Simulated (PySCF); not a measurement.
Constitutional and geometric isomers with formula C2H4B2. Gas-phase values, no solvent. One relaxed conformer stands for each flexible species; it need not be the lowest. Strings in code marks are SMILES. Quantity: electronic energy of isomers of C2H4B2 relative to `B=C=BC`. Level 1: PBE-D3(BJ)/def2-TZVP // CAM-B3LYP-D3(BJ)/def2-TZVP (PySCF). Level 2: TPSSh-D3(BJ)/def2-TZVP // CAM-B3LYP-D3(BJ)/def2-TZVP (PySCF).

```csv
case,level 1 (kcal/mol),level 2 (kcal/mol)
`BC1=CB1` (H–B–C–C torsion 92°),5.9,1.6
`BC#CB`,13.6,withheld
`BB1C=C1` (H–B–B–C torsion 90°),17.5,14.1
`CB1B=C1`,22.8,25.2
`C=BB=C` (C–B–B–C torsion 13°),24.9,27.0
`BBC#C` (H–B–B–C torsion 91°),33.8,29.1
`B1=BCC1`,95.3,99.2
```

### Question
Fit level 2 = a + b·x to the 6 complete rows by least squares, with x = level 1 in kcal/mol. Give a, b and the rms residual, and predict the withheld value.

### Answer
Means of the 6 rows: x̄ = 33.367, ȳ = 32.7 kcal/mol. Σ(x − x̄)² = 5025.4 and Σ(x − x̄)(y − ȳ) = 5393.8, so b = 1.073 and a = ȳ − b·x̄ = -3.10 kcal/mol. The rms residual is 2.82 kcal/mol. At x = 13.6 the line gives 11.5 kcal/mol. The run for `BC#CB` gave 7.5 kcal/mol, so the line is off by 4.0 kcal/mol, within twice the rms residual.

Codes: PySCF.
